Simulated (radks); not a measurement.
Removal energies from the tantalum ion Ta13+, [Kr] 4d10 4f12 5s2, by Delta-SCF beside the eigenvalue of the level emptied. Calculated with a radial shooting solver on a logarithmic mesh with Libxc functionals: scalar-relativistic Kohn-Sham, r2SCAN, spin-polarised, spherical densities, finite nucleus; meta-GGA in the generalised Kohn-Sham scheme; Fermi nuclear charge, rms radius of each element as measured or else 0.836 A^(1/3) + 0.57 fm. Open shells are filled with parallel spins first.

removed from,final configuration,Delta-SCF (eV),-eigenvalue (eV)
4f,[Kr] 4d10 4f11 5s2,289.21,272.35
5s,[Kr] 4d10 4f12 5s1,305.46,295.55
4d,[Kr] 4d9 4f12 5s2,494.97,477.58
4p,[Ar] 3d10 4s2 4p5 4d10 4f12 5s2,678.87,661.16
